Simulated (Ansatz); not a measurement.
**Molecular dynamics, step by step**

NH5Se (SMILES N.[SeH2]), singlet, PBE0-D4/def2-SVP (Ansatz 0.2.0). Settings (timestep in fs, temperature in K; T counts 15 degrees of freedom):

```yaml
hamiltonian: {xc: pbe0, dispersion: d4}
md: {n_steps: 80, timestep: 1.0, temperature: 1000, ensemble: nve, seed: 884, initial_velocities: maxwell_boltzmann}
```

Start (the SMILES describes the start alone):

```xyz
7
angstrom
N 0.0357 -0.1376 -1.8674
H 0.7501 0.4617 -1.4732
H -0.8580 0.1613 -1.4977
H 0.2057 -1.0750 -1.5251
Se 0.0780 -0.3439 1.7191
H -0.2509 1.0638 1.4729
H 0.0392 -0.1304 3.1714
```

```json
{"step": "0", "time (fs)": "0.00", "potential energy less the start (meV)": "0.0", "kinetic energy (meV)": "646.3", "T (K)": "1000"}
{"step": "5", "time (fs)": "5.00", "potential energy less the start (meV)": "342.2", "kinetic energy (meV)": "317.5", "T (K)": "491"}
{"step": "10", "time (fs)": "10.00", "potential energy less the start (meV)": "230.2", "kinetic energy (meV)": "427.8", "T (K)": "662"}
{"step": "15", "time (fs)": "15.00", "potential energy less the start (meV)": "248.5", "kinetic energy (meV)": "409.0", "T (K)": "633"}
{"step": "20", "time (fs)": "20.00", "potential energy less the start (meV)": "157.8", "kinetic energy (meV)": "498.4", "T (K)": "771"}
{"step": "25", "time (fs)": "25.00", "potential energy less the start (meV)": "418.7", "kinetic energy (meV)": "246.0", "T (K)": "381"}
{"step": "30", "time (fs)": "30.00", "potential energy less the start (meV)": "248.8", "kinetic energy (meV)": "409.4", "T (K)": "633"}
{"step": "35", "time (fs)": "35.00", "potential energy less the start (meV)": "201.8", "kinetic energy (meV)": "451.1", "T (K)": "698"}
{"step": "40", "time (fs)": "40.00", "potential energy less the start (meV)": "137.4", "kinetic energy (meV)": "511.2", "T (K)": "791"}
{"step": "45", "time (fs)": "45.00", "potential energy less the start (meV)": "380.1", "kinetic energy (meV)": "279.1", "T (K)": "432"}
{"step": "50", "time (fs)": "50.00", "potential energy less the start (meV)": "122.7", "kinetic energy (meV)": "527.4", "T (K)": "816"}
{"step": "55", "time (fs)": "55.00", "potential energy less the start (meV)": "222.0", "kinetic energy (meV)": "428.1", "T (K)": "662"}
{"step": "60", "time (fs)": "60.00", "potential energy less the start (meV)": "237.7", "kinetic energy (meV)": "418.9", "T (K)": "648"}
{"step": "65", "time (fs)": "65.00", "potential energy less the start (meV)": "364.0", "kinetic energy (meV)": "298.8", "T (K)": "462"}
{"step": "70", "time (fs)": "70.00", "potential energy less the start (meV)": "257.0", "kinetic energy (meV)": "400.6", "T (K)": "620"}
{"step": "75", "time (fs)": "75.00", "potential energy less the start (meV)": "290.3", "kinetic energy (meV)": "367.5", "T (K)": "569"}
{"step": "80", "time (fs)": "80.00", "potential energy less the start (meV)": "230.8", "kinetic energy (meV)": "426.6", "T (K)": "660"}
```

Step 5, positions (Å) and forces (eV/Å):

| atom | x | y | z | Fx | Fy | Fz |
| --- | --- | --- | --- | --- | --- | --- |
| N1 | 0.038 | -0.120 | -1.935 | -0.337 | -1.054 | 1.054 |
| H2 | 0.800 | 0.357 | -1.432 | -0.780 | 0.855 | -0.087 |
| H3 | -0.916 | 0.083 | -1.540 | 1.398 | 0.455 | -0.228 |
| H4 | 0.216 | -1.034 | -1.492 | -0.278 | -0.274 | -0.652 |
| Se5 | 0.076 | -0.349 | 1.730 | -0.317 | 2.198 | 1.365 |
| H6 | -0.313 | 1.140 | 1.476 | 0.381 | -1.563 | 0.061 |
| H7 | 0.192 | 0.047 | 3.237 | -0.066 | -0.617 | -1.513 |

Step 15, positions (Å) and forces (eV/Å):

```
atom       x       y       z      Fx      Fy      Fz
  N1   0.059  -0.122  -2.033  -2.204   1.752   0.655
  H2   0.619   0.501  -1.452   0.964  -0.633   0.004
  H3  -0.871   0.236  -1.638   1.052  -1.221  -1.056
  H4   0.147  -1.095  -1.756   0.188   0.089   0.455
 Se5   0.072  -0.351   1.756  -0.071   1.343   0.383
  H6  -0.423   1.035   1.344   0.374  -1.032   0.340
  H7   0.564   0.181   3.086  -0.302  -0.299  -0.780
```

Step 40, positions (Å) and forces (eV/Å):

```json
{"atom": "N1", "x": "0.083", "y": "-0.074", "z": "-2.280", "Fx": "0.489", "Fy": "-0.089", "Fz": "1.062"}
{"atom": "H2", "x": "0.541", "y": "0.335", "z": "-1.442", "Fx": "0.024", "Fy": "-0.179", "Fz": "-0.599"}
{"atom": "H3", "x": "-0.877", "y": "0.170", "z": "-2.082", "Fx": "-0.727", "Fy": "0.324", "Fz": "-0.211"}
{"atom": "H4", "x": "0.067", "y": "-1.066", "z": "-2.019", "Fx": "0.222", "Fy": "-0.069", "Fz": "-0.217"}
{"atom": "Se5", "x": "0.064", "y": "-0.359", "z": "1.819", "Fx": "-0.383", "Fy": "-0.810", "Fz": "-0.173"}
{"atom": "H6", "x": "-0.492", "y": "0.851", "z": "1.270", "Fx": "-0.578", "Fy": "0.456", "Fz": "-0.418"}
{"atom": "H7", "x": "1.076", "y": "0.494", "z": "2.354", "Fx": "0.952", "Fy": "0.368", "Fz": "0.555"}
```

Last step (80):

N1  (0.128, -0.029, -2.601)
H2  (0.194, 0.092, -1.588)
H3  (-0.857, 0.358, -2.822)
H4  (0.043, -1.031, -2.765)
Se5  (0.065, -0.357, 1.912)
H6  (-0.897, 0.445, 1.259)
H7  (1.121, 0.133, 1.134)
(Å)

Hardware: 2 CPU threads of an Intel Xeon 6975P-C, shared host. Wall time about 49 s.
